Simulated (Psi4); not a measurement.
Psi4 input (wB97X-D/6-31G*):

```
memory 1500 MB

molecule {
-1 1
C     2.32003156   -0.21338363    0.15870825
C     0.97293156   -0.28716560    0.14835701
C     0.04644238    0.73158387   -0.30132222
C    -1.31808495    0.71461345   -0.33571114
C    -2.02881568   -0.52945280    0.15751773
H     2.93969569   -1.02943903    0.51520037
H     2.83639264    0.67598779   -0.19364562
H     0.53479063   -1.21220202    0.51784304
H     0.55952661    1.63510270   -0.65962978
H    -2.72121107   -0.25516495    0.96475008
H    -2.67244515   -0.92009068   -0.64211496
H    -1.43177855   -1.39136554    0.53229906
symmetry c1
no_reorient
no_com
}

set {
  basis 6-31G*
  reference rks
  scf_type pk
  dft_radial_points 99
  dft_spherical_points 590
  e_convergence 1e-8
  d_convergence 1e-7
  maxiter 150
}

e = energy('wb97x-d')
print_out(f'\nFINAL {e:.10f} DIPOLE {variable("CURRENT DIPOLE")[0]:.6f} {variable("CURRENT DIPOLE")[1]:.6f} {variable("CURRENT DIPOLE")[2]:.6f}\n')
```

Output:

```
   => Loading Basis Set <=

    Name: 6-31G*
    Role: ORBITAL
    Keyword: BASIS
    atoms 1-5  entry C          line   111 file 6-31gs.gbs
    atoms 6-12 entry H          line    44 file 6-31gs.gbs

   => WB97X-D: Empirical Dispersion <=

    Chai and Head-Gordon Dispersion Correction
    Chai, J.-D.; Head-Gordon, M. (2010), J. Chem. Phys., 132: 6615-6620

        s6 =       1.000000

         ---------------------------------------------------------
                                   SCF
               by Justin Turney, Rob Parrish, Andy Simmonett
                          and Daniel G. A. Smith
                              RKS Reference
         ---------------------------------------------------------

  ==> Geometry <==

    Molecular point group: c1
    Full point group: C1

    Geometry (in Angstrom), charge = -1, multiplicity = 1:

       Center              X                  Y                   Z               Mass
    ------------   -----------------  -----------------  -----------------  -----------------
         C            2.320031560000    -0.213383630000     0.158708250000    12.000000000000
         C            0.972931560000    -0.287165600000     0.148357010000    12.000000000000
         C            0.046442380000     0.731583870000    -0.301322220000    12.000000000000
         C           -1.318084950000     0.714613450000    -0.335711140000    12.000000000000
         C           -2.028815680000    -0.529452800000     0.157517730000    12.000000000000
         H            2.939695690000    -1.029439030000     0.515200370000     1.007825032230
         H            2.836392640000     0.675987790000    -0.193645620000     1.007825032230
         H            0.534790630000    -1.212202020000     0.517843040000     1.007825032230
         H            0.559526610000     1.635102700000    -0.659629780000     1.007825032230
         H           -2.721211070000    -0.255164950000     0.964750080000     1.007825032230
         H           -2.672445150000    -0.920090680000    -0.642114960000     1.007825032230
         H           -1.431778550000    -1.391365540000     0.532299060000     1.007825032230

  Running in c1 symmetry.

  Rotational constants: A =      0.53250  B =      0.09251  C =      0.07996 [cm^-1]
  Rotational constants: A =  15964.03766  B =   2773.51152  C =   2397.16706 [MHz]
  Nuclear repulsion =  146.843668405282784

  Charge       = -1
  Multiplicity = 1
  Electrons    = 38
  Nalpha       = 19
  Nbeta        = 19

  ==> Algorithm <==

  SCF Algorithm Type is PK.
  DIIS enabled.
  MOM disabled.
  Fractional occupation disabled.
  Guess Type is SAD.
  Energy threshold   = 1.00e-08
  Density threshold  = 1.00e-07
  Integral threshold = 1.00e-12

  ==> Primary Basis <==

  Basis Set: 6-31G*
    Blend: 6-31G*
    Number of shells: 44
    Number of basis functions: 89
    Number of Cartesian functions: 89
    Spherical Harmonics?: false
    Max angular momentum: 2

  ==> DFT Potential <==

   => LibXC <=

    Version 7.1.2
    S. Lehtola, C. Steigemann, M. J. T. Oliveira, and M. A. L. Marques,  SoftwareX 7, 1–5 (2018) (10.1016/j.softx.2017.11.002)

   => Composite Functional: WB97X-D <=

    wB97X-D Hyb-GGA Exchange-Correlation Functional

    J.-D. Chai and M. Head-Gordon,  Phys. Chem. Chem. Phys. 10, 6615–6620 (2008) (10.1039/B810189B)

    Deriv               =              1
    GGA                 =           TRUE
    Meta                =          FALSE

    Exchange Hybrid     =           TRUE
    MP2 Hybrid          =          FALSE

   => Exchange-Correlation Functionals <=

    1.0000   wB97X-D range-separated functional

   => Exact (HF) Exchange <=

    0.7780            HF,LR [omega = 0.2000]
    0.2220               HF

   => LibXC Density Thresholds  <==

    XC_HYB_GGA_XC_WB97X_D:  1.00E-14

   => Molecular Quadrature <=

    Radial Scheme          =       TREUTLER
    Pruning Scheme         =           NONE
    Nuclear Scheme         =       TREUTLER

    Blocking Scheme        =         OCTREE
    BS radius alpha        =              1
    Pruning alpha          =              1
    Radial Points          =             99
    Spherical Points       =            590
    Total Points           =         654419
    Total Blocks           =           4629
    Max Points             =            256
    Max Functions          =             88
    Weights Tolerance      =       1.00E-15

  ==> Integral Setup <==

  Using in-core PK algorithm.
   Calculation information:
      Number of atoms:                  12
      Number of AO shells:              44
      Number of primitives:            103
      Number of atomic orbitals:        89
      Number of basis functions:        89

      Integral cutoff                 1.00e-12
      Number of threads:                 1

  Performing in-core PK
  Using 24066045 doubles for integral storage.
  We computed 441423 shell quartets total.
  Whereas there are 490545 unique shell quartets.

  Computing range-separated integrals for PK
  We computed 441423 wK shell quartets total.
  Whereas there are 490545 wK unique shell quartets.

  ==> DiskJK: Disk-Based J/K Matrices <==

    J tasked:                  Yes
    K tasked:                  Yes
    wK tasked:                 Yes
    Omega:               2.000E-01
    Schwarz Cutoff:          1E-12


  Cached 33.3% of DFT collocation blocks in 0.445 [GiB].

  Minimum eigenvalue in the overlap matrix is 2.9953288868E-03.
  Reciprocal condition number of the overlap matrix is 4.3655657400E-04.
    Using symmetric orthogonalization.

  ==> Pre-Iterations <==

  SCF Guess: Superposition of Atomic Densities via on-the-fly atomic UHF (no occupation information).

   -------------------------
    Irrep   Nso     Nmo
   -------------------------
     A         89      89
   -------------------------
    Total      89      89
   -------------------------

  ==> Iterations <==

                        Total Energy        Delta E     RMS |[F,P]|

   @RKS iter SAD:  -193.48252368362557   -1.93483e+02   0.00000e+00
   @RKS iter   1:  -194.24683213504699   -7.64308e-01   7.95598e-03 ADIIS/DIIS
   @RKS iter   2:  -194.40578097796634   -1.58949e-01   5.89347e-03 ADIIS/DIIS
   @RKS iter   3:  -194.55291097452360   -1.47130e-01   7.39478e-04 ADIIS/DIIS
   @RKS iter   4:  -194.55498912366889   -2.07815e-03   3.40553e-04 ADIIS/DIIS
   @RKS iter   5:  -194.55551090397998   -5.21780e-04   3.88124e-05 DIIS
   @RKS iter   6:  -194.55552100673040   -1.01028e-05   1.87770e-05 DIIS
   @RKS iter   7:  -194.55552258872865   -1.58200e-06   4.02064e-06 DIIS
   @RKS iter   8:  -194.55552273454339   -1.45815e-07   1.80545e-06 DIIS
   @RKS iter   9:  -194.55552275096312   -1.64197e-08   7.88856e-07 DIIS
   @RKS iter  10:  -194.55552275424631   -3.28319e-09   1.66200e-07 DIIS
   @RKS iter  11:  -194.55552275444307   -1.96763e-10   6.48961e-08 DIIS
  Energy and wave function converged.

  ==> Post-Iterations <==

   Electrons on quadrature grid:
      Ntotal   =   37.9999999775 ; deviation = -2.251e-08

    Orbital Energies [Eh]
    ---------------------

    Doubly Occupied:

       1A    -10.109906     2A    -10.097151     3A    -10.091964
       4A    -10.054106     5A    -10.024631     6A     -0.689045
       7A     -0.630303     8A     -0.559210     9A     -0.466841
      10A     -0.402063    11A     -0.331698    12A     -0.318395
      13A     -0.293488    14A     -0.281310    15A     -0.244116
      16A     -0.200762    17A     -0.191783    18A     -0.066262
      19A     -0.014965

    Virtual:

      20A      0.264764    21A      0.357189    22A      0.375958
      23A      0.384610    24A      0.391995    25A      0.426714
      26A      0.446628    27A      0.450838    28A      0.505259
      29A      0.534238    30A      0.592362    31A      0.647780
      32A      0.745576    33A      0.790029    34A      0.803106
      35A      0.815245    36A      0.851516    37A      0.887229
      38A      0.919935    39A      0.929357    40A      0.933365
      41A      0.963339    42A      0.968835    43A      0.995968
      44A      1.012541    45A      1.072670    46A      1.127748
      47A      1.146472    48A      1.158893    49A      1.167280
      50A      1.182770    51A      1.212065    52A      1.230449
      53A      1.265321    54A      1.292103    55A      1.364232
      56A      1.420025    57A      1.552370    58A      1.625618
      59A      1.633670    60A      1.650418    61A      1.724572
      62A      1.833721    63A      1.878347    64A      1.996321
      65A      2.008742    66A      2.113118    67A      2.176646
      68A      2.226115    69A      2.298329    70A      2.324530
      71A      2.361961    72A      2.401287    73A      2.410030
      74A      2.540166    75A      2.604625    76A      2.606917
      77A      2.697488    78A      2.746537    79A      2.779151
      80A      2.843250    81A      2.961650    82A      3.065933
      83A      3.292020    84A      3.334937    85A      4.387883
      86A      4.445702    87A      4.523492    88A      4.628814
      89A      4.831443

    Final Occupation by Irrep:
              A
    DOCC [    19 ]
    NA   [    19 ]
    NB   [    19 ]

  @RKS Final Energy:  -194.55552275444307

   => Energetics <=

    Nuclear Repulsion Energy =            146.8436684052827843
    One-Electron Energy =                -558.9298917086896381
    Two-Electron Energy =                 237.8478627140749779
    DFT Exchange-Correlation Energy =     -20.3131713995652277
    Empirical Dispersion Energy =          -0.0039907655459548
    VV10 Nonlocal Energy =                  0.0000000000000000
    Total Energy =                       -194.5555227544430750

Computation Completed

Properties will be evaluated at   0.000000,   0.000000,   0.000000 [a0]

Properties computed using the SCF density matrix

 Multipole Moments:

 ------------------------------------------------------------------------------------
     Multipole            Electronic (a.u.)      Nuclear  (a.u.)        Total (a.u.)
 ------------------------------------------------------------------------------------

 L = 1.  Multiply by 2.5417464519 to convert [e a0] to [Debye]
 Dipole X            :          0.7831154            0.0000000            0.7831154
 Dipole Y            :         -1.0541695            0.0000000           -1.0541694
 Dipole Z            :          0.4599850           -0.0000001            0.4599849
 Magnitude           :                                                    1.3914486

 ------------------------------------------------------------------------------------

FINAL -194.5555227544 DIPOLE 0.783115 -1.054169 0.459985

*** Psi4 exiting successfully. Buy a developer a beer!
```

The dipole moment of an ion depends on the origin.

The geometry given is a B3LYP-D3(BJ)/def2-TZVP minimum.
